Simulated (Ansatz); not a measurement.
Ideal-gas functions of `[OH][Ge][SH]` at 298.15 K and 1 bar, from an Ansatz frequency run at PBE0-D4/def2-TZVP.

Molar mass 122.69 g/mol, point group Cs (symmetry number 1), electronic degeneracy 1, moments of inertia 42.43, 136.662, 179.091 u Å². Harmonic wavenumbers (cm⁻¹, unscaled): 197, 288, 373, 446, 673, 692, 836, 2715, 3866.

Use S(trans) = R[1.5 ln M + 2.5 ln T − 1.1517]; rotational temperatures θ = 24.2544 K / I; S(rot) = R[ln(√π/σ · √(T³/θAθBθC)) + 1.5]; for each mode x = 1.438777 ν̃/T, S = R[x/(eˣ − 1) − ln(1 − e⁻ˣ)] and H = RT x/(eˣ − 1); 1 cm⁻¹ = 0.0119627 kJ/mol; R = 8.31446 J/(mol·K).

Question: By hand: the entropy, in J/(mol·K).

Answer: Translation 168.8. Rotation: θ = 0.5716, 0.1775, 0.1354 K, giving 106.1. Vibration, mode by mode: 9.04, 6.22, 4.47, 3.38, 1.42, 1.32, 0.75, 0.00, 0.00, in all 26.6. Electronic 0.0. Sum 301.5 J/(mol·K).

Question: By hand: H − E and G − E in kJ/mol, counted from the electronic energy.

Answer: Zero-point energy ½ × 10086 × 0.0119627 = 60.3; thermal vibration 5.0; translation, rotation and pV give 4 RT = 9.9. H − E = 75.2 kJ/mol, and G − E = 75.2 − 298.15 × 301.5/1000 = -14.7 kJ/mol.

Vibration gives 9 % of the entropy. The sum counts one conformer and one mirror image; others add a mixing term.
